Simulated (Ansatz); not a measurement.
def2 core potentials replace the inner electrons of Sn.

Species: C9H14O3Sn, SMILES `C[O][Sn]([O]C)([O]C)[c]1ccccc1` with one electron removed (charge 1, multiplicity 2).

Q: Give a relaxed geometry from PBE0-D3(BJ)/def2-SVP (Ansatz, a quantum-chemistry and plane-wave program).

A: One answer among several that fit: the end point of this relaxation, one of several conformers (outside a Z-matrix the atoms follow the SMILES, hydrogens last).
Z-matrix (Å, degrees):
```
Sn
O 1 1.9435
C 2 1.4185 1 126.93
H 3 1.0997 2 107.03 1 -172.63
H 3 1.1027 4 107.99 2 -121.49
H 3 1.1028 4 108.00 5 -117.79
O 1 2.0326 2 103.11 3 136.13
C 7 1.3789 1 124.91 2 15.96
H 8 1.1020 7 113.91 1 -38.49
H 8 1.1049 9 111.58 7 123.11
H 8 1.1202 9 107.99 10 114.23
O 1 2.0510 2 99.49 3 -143.20
C 12 1.3748 1 124.19 2 -18.99
H 13 1.1017 12 114.02 1 37.34
H 13 1.1056 14 112.21 12 -123.78
H 13 1.1219 14 108.10 15 -114.12
C 1 2.0872 2 133.24 3 -2.67
C 17 1.3997 1 120.56 2 -24.43
H 18 1.0926 17 121.89 1 -0.17
C 18 1.3928 19 119.54 17 179.87
H 20 1.0921 18 119.61 19 -0.02
C 20 1.3953 21 120.25 18 -179.96
H 22 1.0922 20 119.67 21 0.01
C 22 1.3950 23 119.69 20 -179.94
H 24 1.0921 22 120.27 23 0.04
C 24 1.3932 25 119.53 22 -179.98
H 26 1.0928 24 119.87 25 0.16
```
